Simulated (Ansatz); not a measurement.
Ansatz (an electronic-structure program) input:

Ansatz 0.2 input:
```yaml
crystal:
  periodic: [false, false, false]
  atoms:
    - {symbol: Ti, position_ang: [-0.00000000, 0.00000000, -0.00000000]}
    - {symbol: F, position_ang: [-1.51471230, -0.93382908, 0.02815765]}
    - {symbol: F, position_ang: [0.01926686, 1.64401253, -0.68120082]}
    - {symbol: F, position_ang: [1.49544544, -0.71018345, 0.65304317]}
basis:
  gaussian:
    orbitals: def2-SVPD
magnetization: {spin_polarized: true, initial_magnetization: 1}
correlation: {method: ccsd_t, electrons: outside_noble_gas}
output: {forces: true}
```

Problem. What final total energy does it print?

Solution. -1147.34097 Eh (CCSD(T)/def2-SVPD). The basis has 103 functions.

The spin state was set by rule; other spins were not relaxed.
